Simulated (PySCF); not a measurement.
Isomers of CH4OSi. All species are isolated molecules in the gas phase. One relaxed conformer stands for each flexible species; it need not be the lowest. Strings in code marks are SMILES.

Quantity: vertical ionisation energy (energy after one electron is removed minus that of the parent at the parent's geometry), in eV.

A: `C[SiH]=O`
B: `OC=[SiH2]` (H–O–C–Si torsion 164°)
C: `C=[SiH]O` (C–Si–O–H torsion 0°)

### Question
Rank these by vertical ionisation energy (energy after one electron is removed minus that of the parent at the parent's geometry) (lowest first), as B3LYP-D3(BJ)/def2-TZVP (PySCF) gives it.

### Answer
B (7.85 eV), C (8.40 eV), A (10.19 eV)
